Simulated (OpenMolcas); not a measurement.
**Xe2+: effect of the basis set**

```yaml
Program: OpenMolcas 26.06
Method: CASSCF
Active_space: 4 electrons in 3 orbitals (5p)
State_averaging: 2S+1 = 3 even, 3 roots; 2S+1 = 1 even, 6 roots
Spin-orbit_coupling: state interaction with AMFI integrals over the reference wave functions, term energies averaged over their components
```

A. ANO-R1 [6s5p3d1f], X2C, finite nucleus; cost about 2.6 core-seconds
B. ANO-RCC-VDZP [6s5p3d1f], DKH2, point nucleus; cost about 2.6 core-seconds
C. ANO-RCC-VTZP [7s6p4d2f1g], DKH2, point nucleus; cost roughly 3 core-seconds
D. ANO-R2 [7s6p4d2f1g], X2C, finite nucleus; cost about 2.1 core-seconds
E. ANO-RCC-VQZP [8s7p5d3f2g], DKH2, point nucleus; cost about 4 core-seconds
F. ANO-R3 [8s7p5d4f3g2h], X2C, finite nucleus; cost about 10 core-seconds

Energies in cm-1 above 5s2 5p4 3P2, the measured ground level; measured values from Saloman, J. Phys. Chem. Ref. Data 33, 765 (2004).

```
      Level      A      B      C      D      E      F  Measured
5s2 5p4 3P2    0.0    0.0    0.0    0.0    0.0    0.0       0.0
5s2 5p4 3P0   8696   8733   8334   8347   8448   8416      8130
5s2 5p4 3P1   9171   9298   8485   8500   8670   8615      9794
5s2 5p4 1D2  19036  19051  18647  18674  18820  18775     17099
5s2 5p4 1S0  39622  39569  39137  39192  39424  39356     36103
```

Deviations, from unrounded energies. A percentage is the sum of absolute deviations over the sum of measured energies, with the sign that they share, or ± where signs differ.

| Against measurement | Levels | A | B | C | D | E | F |
| --- | --- | --- | --- | --- | --- | --- | --- |
| mean absolute deviation (cm-1) | 4 | 1700 | 1600 | 1500 | 1500 | 1600 | 1600 |
| fine structure of the ground term (%) | 2 | ±6.6 | ±6.1 | ±8.4 | ±8.4 | ±8.0 | ±8.2 |
| other terms of the ground configuration (%) | 2 | +10.3 | +10.2 | +8.6 | +8.8 | +9.5 | +9.3 |

C, D, F lie about equally close to measurement and A furthest from it. The largest miss of C in the table is 5s2 5p4 1S0, by +3000 cm-1. The ranking rests on the paired levels alone, and a cruder setting can come out closer through cancelling errors.

Among A to F the level of the table that moves most is 5s2 5p4 3P1, by 810 cm-1 (lowest in C, highest in B).

With the s shell closed, the reference lacks s² → p² mixing. Computed and measured levels are paired by configuration, term and J; levels that our copy of the source lacks, or whose pairing is in doubt (as where it misses far off the trend of its configuration), stay unpaired and out of the deviations. Only configurations of the active space appear.
